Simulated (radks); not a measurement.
Species: Ne0.25+. Configuration: [He] 2p6 2s(up 1, down 0.75) (fractional occupations, a model configuration).

All-electron calculation, scalar-relativistic Kohn-Sham, PBE, spin-polarised, spherical densities, point nucleus. Program: a radial shooting solver on a logarithmic mesh with Libxc functionals.

Energy parts (eV):
| part | energy |
|---|---|
| total | -3501.000 |
| kinetic | 3500.290 |
| electron-nucleus | -8414.521 |
| Hartree | 1746.364 |
| exchange-correlation | -333.133 |

Orbitals (lengths in bohr, moments of r in powers of bohr; <r^-3> diverges for s and p1/2; r(max) is where P^2 peaks):
orbital,occ.,eigenvalue (eV),r(max),<r^2>,<r^-3>
1s up,1,-836.1446,0.1026,0.03365,-
1s down,1,-835.8853,0.1026,0.03366,-
2s up,1,-41.2459,0.6789,0.9595,-
2s down,0.75,-40.7109,0.6796,0.9661,-
2p up,3,-18.0173,0.6178,1.199,11.69
2p down,3,-17.5581,0.6185,1.218,11.62

The highest occupied level is 2p down at -17.558 eV. The density falls to 0.001 e/bohr^3 at r = 2.89 bohr. Summed over all electrons, <r^2> = 9.001 bohr^2, which gives a Langevin (diamagnetic) susceptibility term of -7.13 x 10^-6 cm^3/mol. Spin moment in Bohr magnetons: 0.25.
